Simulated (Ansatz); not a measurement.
Input file for Ansatz (a first-principles code): R-B3LYP/def2-TZVPP on GeH4O4 (SMILES [OH][Ge]([OH])([OH])[OH]).

Ansatz 0.2 input:
```yaml
crystal:
  periodic: [false, false, false]
  atoms:
    - {symbol: Ge, position_ang: [0.00000262, 0.00037351, -0.00034083]}
    - {symbol: O, position_ang: [0.94059394, 1.15937733, 0.94277631]}
    - {symbol: H, position_ang: [1.75681772, 0.77551145, 1.28200013]}
    - {symbol: O, position_ang: [1.16864997, -1.10817903, -0.72342606]}
    - {symbol: H, position_ang: [0.78421798, -1.97221537, -0.90864861]}
    - {symbol: O, position_ang: [-0.97269631, 0.95502620, -1.12275605]}
    - {symbol: H, position_ang: [-0.54146373, 1.78163091, -1.36647472]}
    - {symbol: O, position_ang: [-1.13659992, -1.00517661, 0.90213617]}
    - {symbol: H, position_ang: [-1.99952227, -0.58634841, 0.99473365]}
basis:
  gaussian:
    orbitals: def2-TZVPP
hamiltonian:
  xc: {name: B3LYP}
scf: {lower_state_search: off}
```

Problem. What total energy does the run end on?

Solution. -2380.6144 hartree.

Problem. How many basis functions does it have, and what does it roughly cost on one machine?

Solution. 228 functions; around 6 core-seconds (rough).
